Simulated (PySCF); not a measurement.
Input for PySCF: D3(BJ) and D4 dispersion corrections on CH4 (SMILES C).

```python
from pyscf import gto
from pyscf.dispersion import dftd3, dftd4

mol = gto.M(
    atom='''
    C    -0.00000087   -0.00000019   -0.00000072
    H    -0.71147049   -0.28402171   -0.77428835
    H     0.11589785    1.08300416    0.00698060
    H    -0.36736806   -0.33208942    0.97012181
    H     0.96294157   -0.46689284   -0.20281334
    ''',
    basis='def2-svp',
    charge=0, spin=0, verbose=0, max_memory=1800)
d3, d4 = {}, {}
for xc in ['hf', 'pbe', 'blyp', 'revpbe', 'tpss', 'r2scan', 'b3lyp', 'pbe0', 'bhlyp', 'camb3lyp', 'b2plyp']:
    d3[xc] = float(dftd3.DFTD3Dispersion(mol, xc=xc, version='d3bj', atm=False).get_dispersion()['energy'])
    print(f'D3(BJ) {xc:10s} {d3[xc]:14.8f} Eh')
for xc in ['hf', 'pbe', 'blyp', 'revpbe', 'tpss', 'r2scan', 'b3lyp', 'pbe0', 'bhlyp', 'camb3lyp', 'b2plyp']:
    d4[xc] = float(dftd4.DFTD4Dispersion(mol, xc={'camb3lyp': 'cam-b3lyp'}.get(xc, xc), atm=True).get_dispersion()['energy'])
    print(f'D4     {xc:10s} {d4[xc]:14.8f} Eh')
```

The log:

```
D3(BJ) hf            -0.01381661 Eh
D3(BJ) pbe           -0.00118470 Eh
D3(BJ) blyp          -0.00239337 Eh
D3(BJ) revpbe        -0.00345546 Eh
D3(BJ) tpss          -0.00139636 Eh
D3(BJ) r2scan        -0.00028190 Eh
D3(BJ) b3lyp         -0.00191352 Eh
D3(BJ) pbe0          -0.00092197 Eh
D3(BJ) bhlyp         -0.00137944 Eh
D3(BJ) camb3lyp      -0.00071786 Eh
D3(BJ) b2plyp        -0.00079113 Eh
D4     hf            -0.00425774 Eh
D4     pbe           -0.00087351 Eh
D4     blyp          -0.00209891 Eh
D4     revpbe        -0.00406016 Eh
D4     tpss          -0.00119150 Eh
D4     r2scan        -0.00020762 Eh
D4     b3lyp         -0.00138949 Eh
D4     pbe0          -0.00070151 Eh
D4     bhlyp         -0.00083640 Eh
D4     camb3lyp      -0.00067367 Eh
D4     b2plyp        -0.00059771 Eh
```

The run finished.

Cost: roughly 0.04 core-seconds.
